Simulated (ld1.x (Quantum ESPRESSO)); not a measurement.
# Which change was made? (S, TM)

* Element: sulfur
* Generator: ld1.x (Quantum ESPRESSO) 7.5
* Type: norm-conserving Troullier–Martins (Kleinman–Bylander form)
* Functional: BP86
* Relativity: fully relativistic
* Frozen core: [Ne]
* Valence charge: 6
* Reference configuration: 3s1 3p5
* Partial waves: 3p (bound): rc 1.60 bohr; 3s (bound): rc 1.00 bohr
* Local potential: the s channel
* Core correction: none

Open shells are filled in proportion to 2j + 1 (rel_dist='average').

Cutoffs, loose and tight: the cutoffs (Ry, on a coarse ladder) from which the occupation-weighted sum of valence levels, in a spherical-Bessel basis at the reference potential, stays within 10 and 1 mRy of its value at 400 Ry. They do not see the model core or the augmentation charge, which bear on the density cutoff. Test errors are all-electron minus pseudo excitation energies from the reference, over the configurations 3s2 3p4; 3s2 3p3; 3s2 3p2; 3s2 3p3.5; 3s2 3p1; 3s0 3p6; 3s2 3p0; variants that change the core or the reference have their own tests.

The base gives: outcome: generated; cutoff, loose: 70 Ry; cutoff, tight: 200 Ry; bound ghosts: none; largest test error (meV): +591.

Problem. After one change the result is: outcome: generated; cutoff, loose: 80 Ry; cutoff, tight: 230 Ry; bound ghosts: none; largest test error (meV): +443. Which change was it?
A. wave 3p (bound): rc 1.60 bohr becomes 3p (bound): rc 1.00 bohr
B. all radii scaled by about 1.36 (s 1.36, p 2.18 bohr)
C. reference 3s2 3p4
D. wave 3s (bound): rc 1.00 bohr becomes 3s (bound): rc 0.94 bohr

Solution. C. The others give: wave 3s (bound): rc 1.00 bohr becomes 3s (bound): rc 0.94 bohr → outcome: generated; cutoff, loose: 100 Ry; cutoff, tight: 260 Ry; bound ghosts: none; largest test error (meV): +851 | all radii scaled by about 1.36 (s 1.36, p 2.18 bohr) → outcome: generated; cutoff, loose: 21 Ry; cutoff, tight: 55 Ry; bound ghosts: none; largest test error (meV): +151 | wave 3p (bound): rc 1.60 bohr becomes 3p (bound): rc 1.00 bohr → outcome: generated; cutoff, loose: 140 Ry; cutoff, tight: 300 Ry; bound ghosts: none; largest test error (meV): +305.
